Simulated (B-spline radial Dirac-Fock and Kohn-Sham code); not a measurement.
# Dipole and non-dipole photoemission parameters of Pt 5p3/2

System: atomic platinum in the configuration [Xe] 4f14 5d9 6s1; threshold 57.03 eV (orbital energy of the model). Level of theory: Dirac-Hartree-Slater photoionisation with a Latter tail; cross sections with all multipoles, angular parameters from the dipole term and its interference with E2; a radial atomic solver.

Input of the calculation (task.json; shells as n, l, electrons):

```json
{"items": [{
  "Z": 78,
  "q": 0,
  "cfg": [[1, 0, 2], [2, 0, 2], [2, 1, 6], [3, 0, 2], [3, 1, 6], [3, 2, 10], [4, 0, 2], [4, 1, 6], [4, 2, 10], [4, 3, 14], [5, 0, 2], [5, 1, 6], [5, 2, 9], [6, 0, 1]],
  "A": 195,
  "rrms": 5.427,
  "do": "xps",
  "hv": [54.1, 80, 100, 128.0, 136.0, 173.0, 200, 202.0, 225.0, 300, 374.0, 647.0, 650.0, 717.0, 759.0, 777.0, 985.0, 1180.0, 1310.0, 1486.9, 2180.0, 2880.0, 2990.0, 3610.0, 4000, 6330.0, 6900.0, 8400.0, 9251.7, 12000],
  "edges": {"K": 78395.0, "L1": 13880.0, "L2": 13273.0, "L3": 11564.0, "M1": 3296.0, "M2": 3027.0, "M3": 2645.0, "M4": 2202.0, "M5": 2122.0, "N1": 725.4, "N2": 609.1, "N3": 519.4, "N4": 331.6, "N5": 314.6, "N6": 74.5, "N7": 71.2, "O1": 101.7, "O2": 65.3}
}]}
```

Run with: `python xray2_run.py task.json out`

For linearly polarised light dσ/dΩ = σ/(4π) [1 + β P₂(cos θ) + (δ + γ cos²θ) sin θ cos φ], with θ from the polarisation vector and φ the angle between the beam and the projection of the electron momentum on the plane normal to the polarisation.

| hν (eV) | σ (kb) | β | γ | δ |
| --- | --- | --- | --- | --- |
| 80 | 1300 | 1.796 | -0.052 | 0.003 |
| 100 | 615 | 1.123 | 0.348 | -0.037 |
| 128 | 316 | 0.222 | 0.401 | -0.049 |
| 136 | 278 | 0.053 | 0.345 | -0.043 |
| 173 | 190 | -0.255 | 0.070 | -0.006 |
| 200 | 162 | -0.199 | -0.038 | 0.016 |
| 202 | 160 | -0.191 | -0.043 | 0.017 |
| 225 | 144 | -0.081 | -0.078 | 0.029 |
| 300 | 110 | 0.308 | -0.033 | 0.043 |
| 374 | 88.2 | 0.596 | 0.067 | 0.041 |
| 647 | 46.6 | 1.137 | 0.277 | 0.020 |
| 650 | ? | ? | ? | ? |
| 717 | 40.8 | 1.212 | 0.292 | 0.016 |
| 759 | 37.8 | 1.251 | 0.296 | 0.014 |
| 777 | 36.6 | 1.266 | 0.297 | 0.013 |
| 985 | 26.3 | 1.403 | 0.280 | 0.005 |
| 1180 | 20.2 | 1.487 | 0.239 | 0.001 |
| 1310 | 17.2 | 1.530 | 0.207 | 0.000 |
| 1486.9 | 14.1 | 1.575 | 0.163 | -0.001 |
| 2180 | 7.48 | 1.678 | 0.025 | -0.001 |
| 2880 | 4.54 | 1.725 | -0.038 | 0.002 |
| 2990 | 4.23 | 1.730 | -0.042 | 0.002 |
| 3610 | 2.96 | 1.749 | -0.041 | 0.005 |
| 4000 | 2.42 | 1.756 | -0.024 | 0.006 |
| 6330 | 0.927 | 1.756 | 0.216 | 0.013 |
| 6900 | 0.766 | 1.751 | 0.291 | 0.015 |
| 8400 | 0.491 | 1.734 | 0.497 | 0.018 |
| 9251.7 | 0.393 | 1.723 | 0.614 | 0.021 |
| 12000 | 0.210 | 1.684 | 0.981 | 0.029 |

Q: Give the values at 650 eV.

A: σ = 46.3 kb, β = 1.140, γ = 0.277, δ = 0.020.
